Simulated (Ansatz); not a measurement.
A calculation with Ansatz (development build ahead of 0.2.0).

```yaml
crystal:
  periodic: [false, false, false]
  atoms:
    - { symbol: Ag, position_ang: [0.0, 0.0, 0.0] }
basis:
  gaussian: { orbitals: def2-TZVP }
magnetization:
  spin_polarized: true
  initial_magnetization: 1
hamiltonian:
  xc: hf
correlation:
  method: mp2
  frozen_orbitals: { Ag: 0 }
```

The input is written out in the form of the current development build from the run's settings. The basis set brings a core potential for Ag, so the total leaves out those core electrons.

Results

```yaml
Converged: yes
Reference_energy: -146.11696 hartree
Correlation_energy: -0.45657 hartree
Total_energy: -146.57352 hartree
Spin_squared_of_the_determinant: 0.752
```
